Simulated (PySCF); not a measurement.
**Germanium: a sound run and one with changed settings**

Sound run: Ge⁺ [Ar] 3d10 4s2 4p1, Ge²⁺ [Ar] 3d10 4s2. Computed with PySCF 2.14 in x2c-SVPall (5s4p3d, 32 functions), with the spin-free X2C one-electron Hamiltonian (Gaussian nucleus). In the sound run the correlated levels freeze [Ar] 3d10. The sound run starts from symmetry-adapted Hartree-Fock orbitals and uses a fine grid where one is needed.

Changed run: a valence shell is frozen. This setting is unsound on purpose.

Ionisation energy of Ge⁺:

```tsv
method	sound run (eV)	changed run (eV)
UHF	15.235	15.235
MP2	15.390	15.235
SCS-MP2	15.371	15.235
CCSD	15.466	15.235
CCSD(T)	15.480	15.235
CCSDT	n/a	15.235
FCI	n/a	15.235
```

Freezing a valence shell removes pair correlation that changes on ionisation.

For comparison, NIST gives 15.935 eV between the lowest levels.
